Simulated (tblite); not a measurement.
C7H14OSi.
Numbering: `[CH2:1]=[CH:2][CH2:3]/[C:4](=[CH:5]/[CH2:6][CH3:7])[O:8][SiH3:9]` (hydrogens: H10, H11 on C1; H12 on C2; H13, H14 on C3; H15 on C5; H16, H17 on C6; H18, H19, H20 on C7; H21, H22, H23 on Si9)

Computed with GFN2-xTB (tblite), gas phase: L-BFGS steps from a force-field or distance-geometry start until the largest atomic force falls under 0.01 eV/Å.

Step 37: E = -760.0918 eV
```
atom  x, y, z in Å  |  force x, y, z in eV/Å
C1      3.3031   -0.2303   -0.6391   -0.016  -0.001  -0.005
C2      2.1046   -0.7744   -0.5395    0.010  -0.005   0.021
C3      1.3791   -1.0070    0.7518   -0.013   0.003   0.021
C4      0.0054   -0.3853    0.7083   -0.013   0.004  -0.003
C5     -1.0867   -1.0447    0.3343    0.007   0.010  -0.019
C6     -2.4545   -0.4388    0.2709    0.002   0.007   0.000
C7     -2.9468   -0.2707   -1.1682   -0.011  -0.022   0.027
O8     -0.0725    0.9131    1.0903    0.008   0.004   0.014
Si9     0.6577    2.2939    0.6715    0.020  -0.021  -0.019
H10     3.8604    0.0887    0.2264   -0.026   0.000   0.025
H11     3.7902   -0.0881   -1.5881   -0.012  -0.001  -0.033
H12     1.5659   -1.0937   -1.4227    0.015   0.013  -0.002
H13     1.2723   -2.0812    0.9220    0.010  -0.006  -0.037
H14     1.9390   -0.5756    1.5829    0.021   0.011  -0.003
H15    -0.9984   -2.0827    0.0515   -0.006  -0.004  -0.007
H16    -2.4345    0.5356    0.7599   -0.017  -0.004   0.021
H17    -3.1476   -1.0867    0.8159   -0.025   0.032  -0.032
H18    -2.3229    0.4391   -1.7097    0.007  -0.066   0.044
H19    -2.9265   -1.2249   -1.6911    0.008   0.017  -0.014
H20    -3.9693    0.1016   -1.1684    0.011  -0.001  -0.022
H21     2.0808    2.2853    1.0157   -0.001   0.014  -0.013
H22    -0.1115    3.2094    1.5001   -0.005   0.023   0.013
H23     0.5080    2.5442   -0.7645    0.026  -0.009   0.021
```

Step 38: E = -760.0924 eV
```
atom  x, y, z in Å  |  force x, y, z in eV/Å
C1      3.3011   -0.2289   -0.6403    0.008   0.018  -0.005
C2      2.1031   -0.7727   -0.5401    0.010  -0.014   0.003
C3      1.3781   -1.0081    0.7501   -0.018   0.007   0.021
C4      0.0055   -0.3853    0.7086   -0.029   0.012   0.007
C5     -1.0873   -1.0448    0.3379   -0.022  -0.005  -0.014
C6     -2.4548   -0.4384    0.2723   -0.001   0.010   0.002
C7     -2.9432   -0.2728   -1.1683   -0.009  -0.015   0.027
O8     -0.0735    0.9133    1.0898    0.016   0.011   0.010
Si9     0.6571    2.2939    0.6719    0.013   0.004   0.006
H10     3.8586    0.0915    0.2243   -0.021  -0.002   0.035
H11     3.7882   -0.0858   -1.5892   -0.017  -0.003  -0.035
H12     1.5656   -1.0915   -1.4236    0.000   0.006  -0.016
H13     1.2683   -2.0821    0.9159    0.014  -0.024  -0.032
H14     1.9396   -0.5814    1.5817    0.028   0.022   0.017
H15    -1.0015   -2.0841    0.0597    0.002  -0.009  -0.015
H16    -2.4349    0.5369    0.7597   -0.018  -0.007   0.018
H17    -3.1508   -1.0843    0.8164   -0.013   0.032  -0.031
H18    -2.3156    0.4337   -1.7095    0.010  -0.060   0.040
H19    -2.9234   -1.2282   -1.6894    0.001   0.020  -0.010
H20    -3.9642    0.1035   -1.1720    0.009  -0.008  -0.025
H21     2.0796    2.2829    1.0171    0.006   0.016  -0.009
H22    -0.1117    3.2125    1.5004    0.009  -0.001  -0.004
H23     0.5116    2.5469   -0.7633    0.019  -0.011   0.008
```

Step 39: E = -760.0929 eV
```
atom  x, y, z in Å  |  force x, y, z in eV/Å
C1      3.2992   -0.2272   -0.6416    0.026   0.031  -0.002
C2      2.1017   -0.7713   -0.5405    0.005  -0.016  -0.014
C3      1.3768   -1.0091    0.7488   -0.012   0.008   0.012
C4      0.0050   -0.3850    0.7091   -0.031   0.013   0.017
C5     -1.0882   -1.0449    0.3410   -0.041  -0.016  -0.004
C6     -2.4552   -0.4378    0.2738   -0.007   0.010   0.006
C7     -2.9398   -0.2753   -1.1680   -0.005  -0.006   0.017
O8     -0.0742    0.9136    1.0895    0.018   0.014   0.005
Si9     0.6568    2.2940    0.6724    0.004   0.028   0.031
H10     3.8563    0.0943    0.2230   -0.016  -0.004   0.033
H11     3.7858   -0.0835   -1.5910   -0.021  -0.003  -0.026
H12     1.5655   -1.0891   -1.4248   -0.012  -0.001  -0.022
H13     1.2647   -2.0834    0.9092    0.017  -0.032  -0.021
H14     1.9407   -0.5869    1.5807    0.024   0.025   0.029
H15    -1.0046   -2.0856    0.0675    0.008  -0.008  -0.023
H16    -2.4357    0.5382    0.7598   -0.016  -0.006   0.014
H17    -3.1544   -1.0812    0.8163   -0.006   0.022  -0.020
H18    -2.3081    0.4272   -1.7085    0.019  -0.040   0.026
H19    -2.9204   -1.2312   -1.6878   -0.006   0.011  -0.003
H20    -3.9590    0.1051   -1.1760    0.002  -0.012  -0.024
H21     2.0785    2.2810    1.0184    0.017   0.017  -0.002
H22    -0.1116    3.2156    1.5005    0.021  -0.024  -0.019
H23     0.5155    2.5494   -0.7620    0.012  -0.012  -0.007
```

Task: Estimate the geometry and energy of step 40. (The exact step hangs on the optimiser's Hessian estimate; all steps are aligned on step 39, rigid shifts and turns removed.)

Result: E = -760.0935 eV, largest force 0.054 eV/Å
```
atom  x, y, z in Å  |  force x, y, z in eV/Å
C1      3.2975   -0.2249   -0.6428    0.027   0.033   0.000
C2      2.1004   -0.7699   -0.5412   -0.002  -0.011  -0.024
C3      1.3753   -1.0100    0.7479    0.000   0.005  -0.001
C4      0.0040   -0.3846    0.7097   -0.020   0.006   0.025
C5     -1.0897   -1.0454    0.3444   -0.042  -0.018   0.010
C6     -2.4558   -0.4371    0.2753   -0.015   0.005   0.008
C7     -2.9365   -0.2778   -1.1674   -0.001   0.004   0.000
O8     -0.0745    0.9143    1.0890    0.013   0.011   0.000
Si9     0.6570    2.2946    0.6732    0.001   0.037   0.040
H10     3.8536    0.0970    0.2224   -0.011  -0.005   0.022
H11     3.7829   -0.0813   -1.5933   -0.022  -0.001  -0.009
H12     1.5647   -1.0865   -1.4262   -0.015  -0.006  -0.020
H13     1.2615   -2.0852    0.9020    0.019  -0.024  -0.008
H14     1.9421   -0.5917    1.5801    0.008   0.019   0.026
H15    -1.0076   -2.0874    0.0753    0.011  -0.001  -0.028
H16    -2.4365    0.5395    0.7602   -0.013  -0.003   0.008
H17    -3.1582   -1.0776    0.8159   -0.006   0.005  -0.002
H18    -2.3001    0.4199   -1.7070    0.031  -0.014   0.008
H19    -2.9173   -1.2339   -1.6863   -0.013  -0.003   0.004
H20    -3.9538    0.1066   -1.1806   -0.008  -0.013  -0.022
H21     2.0781    2.2794    1.0195    0.026   0.019   0.004
H22    -0.1117    3.2175    1.5008    0.028  -0.035  -0.027
H23     0.5199    2.5517   -0.7609    0.005  -0.012  -0.015
```

The energy changes by -0.0006 eV. The first-order estimate −F·Δx gives -0.0008 eV and the mean of the old and new forces, exact on a quadratic surface, -0.0006 eV. The step makes an angle of 77° with the force vector and moves no atom by more than 0.011 Å.

What follows is the cost of the whole relaxation. The run took 3.4 s wall on Intel Xeon at 2.70 GHz, one thread, on a shared host.
